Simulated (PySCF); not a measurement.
Computed IR spectrum (relative IR intensity) of a molecule CH₇ClO₂Si₂. Geometry: PBE-D3(BJ)/def2-SVP. Other conformers were not sampled. These are PBE-D3(BJ)/def2-SVP run with PySCF 2.14.0 values and carry that method's errors. Frequencies are harmonic and unscaled.

Lines under 2 % of the strongest are left out, and lines within 2 cm⁻¹ are merged.

ν (cm⁻¹): 78 (vw), 320 (w), 433 (m), 497 (w), 540 (w), 584 (vw), 625 (w), 718 (w), 771 (w), 848 (s), 898 (vs), 916 (m), 942 (w), 1018 (w), 1049 (vs), 1124 (vw), 1342 (vw), 2166 (m), 2175 (m), 2204 (m), 2224 (m), 2937 (w), 2997 (w), 3628 (s) (against the strongest line: vs over 80 %, s over 45 %, m over 15 %, w over 4 %, vw less)

**Question.** Pick the molecule that these values belong to.
A) O[Si@@H](Cl)CO[SiH3]
B) OC[SiH2][Si@H](O)Cl
C) O[SiH](O)C[SiH2]Cl
D) OC[SiH2]O[SiH2]Cl

**Answer.** D, OC[SiH2]O[SiH2]Cl
